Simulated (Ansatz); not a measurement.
Gas-phase electronic energies from Ansatz, PBE0-D4/def2-TZVP geometries. CCSD(T)/CBS is the MP2 limit (def2-TZVPP, def2-QZVPP) plus CCSD(T) − MP2 in def2-TZVPP, frozen cores. This one scheme is used for every species. Functionals use def2-TZVPP. No spin–orbit coupling; open shells (•) take unrestricted orbitals. One conformer a species, not always the lowest.

Consider the hydrogen abstraction from the O–H bond: `O[SiH](O)O` + `[CH3]`• → `[O][SiH](O)O`• + CH₄.

| level | ΔE (eV) |
| --- | --- |
| LDA (SPW92) | 0.67 |
| r2SCAN-D4 | 0.64 |
| BLYP | 0.47 |
| LC-ωPBE | 0.68 |
| MP2/def2-SVP | 0.75 |
| CCSD/def2-SVP | 0.53 |
| CCSD(T)/def2-TZVPP | 0.67 |
| HF/def2-QZVPP | 0.32 |

Question: What does CCSD(T)/CBS give? (Estimate.)

Answer: The calculation gave: +0.74 eV. The listed levels differ from it by -0.07, -0.10, -0.27, -0.06, 0.01, -0.21, -0.07, -0.42 eV.

Largest T1 diagnostic among the species: 0.015.

At CCSD(T), def2-SVP lies −0.22 eV from the extrapolated value and def2-TZVPP −0.07 eV. From PBE to PBE0 (25 % exact exchange), in def2-TZVPP and without D4, ΔE moves by +0.05 eV.
